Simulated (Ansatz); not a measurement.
Cost and result for the atomization energy of C₂H₅NSi, SMILES `C1=NC[SiH2]1` (9 atoms, 9 bonds).

```csv
atom,x (Å),y (Å),z (Å)
C1,-0.095,0.065,-1.321
N2,-0.818,0.903,-0.672
C3,-0.530,0.621,0.761
Si4,0.662,-0.741,0.191
H5,-0.106,0.044,-2.410
H6,-0.118,1.503,1.255
H7,-1.440,0.332,1.290
H8,2.122,-0.564,0.428
H9,0.321,-2.163,0.479
```

Charge 0, multiplicity 1. All single points use the PBE0-D4/def2-TZVP geometry. Program: Ansatz. All runs use 2 threads of an Arm Neoverse V1 on a shared host. Times are those of one run each, without the atoms' runs, and a repeat can differ threefold. Electronic energies, without spin–orbit coupling; frozen cores. CCSD(T)/CBS adds CCSD(T) − MP2 in def2-TZVPP to the MP2 limit, and its time is that of the two runs behind it. T1 = 0.013; the RHF reference is unstable towards UHF.

CCSD(T)/CBS is a level of theory with its own doubt, some kJ/mol a heavy atom from the limit and from the frozen cores, so smaller differences don't rank the functionals.

| level | functions | wall time |
| --- | --- | --- |
| LDA (SPW92)/def2-TZVPP | 205 | 1.4 s |
| PBE-D4/def2-TZVPP (with forces) | 205 | 3 s |
| CCSD(T)/def2-SVP | 85 | 3 s |
| PBE0-D4/def2-TZVPP | 205 | 3.1 s |
| BHLYP-D4/def2-TZVPP | 205 | 3.1 s |
| CAM-B3LYP-D4/def2-TZVPP | 205 | 3.5 s |
| r2SCAN-D4/def2-TZVPP (with forces) | 205 | 6 s |
| r2SCANh-D4/def2-TZVPP | 205 | 6 s |
| PBE-QIDH/def2-TZVPP | 205 | 6.5 s |
| B97M-V/def2-TZVPP | 205 | 11 s |
| MP2/def2-QZVPP | 391 | 29 s |
| CCSD(T)/def2-TZVPP | 205 | 71 s |
| CCSD(T)/CBS(def2) | – | 100 s |

**Question.** What atomization energy does each give, and how far from CCSD(T)/CBS? (Best estimate.)

**Answer.** The calculation gave: 
```csv
level,atomization (kcal/mol),difference from CCSD(T)/CBS,per bond
LDA (SPW92)/def2-TZVPP,916.5,120.4,13.4
PBE-D4/def2-TZVPP (with forces),818.3,22.2,2.5
CCSD(T)/def2-SVP,748.1,-48.0,-5.3
PBE0-D4/def2-TZVPP,801.0,4.9,0.5
BHLYP-D4/def2-TZVPP,772.0,-24.1,-2.7
CAM-B3LYP-D4/def2-TZVPP,800.4,4.3,0.5
r2SCAN-D4/def2-TZVPP (with forces),796.4,0.3,0.0
r2SCANh-D4/def2-TZVPP,790.8,-5.3,-0.6
PBE-QIDH/def2-TZVPP,791.5,-4.6,-0.5
B97M-V/def2-TZVPP,798.9,2.8,0.3
MP2/def2-QZVPP,798.2,2.1,0.2
CCSD(T)/def2-TZVPP,773.1,-23.0,-2.6
CCSD(T)/CBS(def2),796.1,0.0,0.0
```

From r2SCAN to r2SCAN0 (25 % exact exchange), in def2-TZVPP and without D4, the atomization energy moves by −13.9 kcal/mol: exact exchange takes away binding that semilocal exchange gives to molecules. The D4 term adds +6.6 kcal/mol with B3LYP and +3.4 kcal/mol with PBE0; it sums over pairs of atoms, weighted by their polarisabilities, and B3LYP, whose exchange is more repulsive, gets the larger term. In def2-TZVPP, CCSD(T) changes the Hartree–Fock value by +214.5 kcal/mol (the triples alone add +14.4 kcal/mol) and MP2 by +225.9 kcal/mol; breaking electron pairs costs correlation energy, which Hartree–Fock lacks.

B3LYP here is the variant with VWN-RPA as its local correlation; programs differ in this.
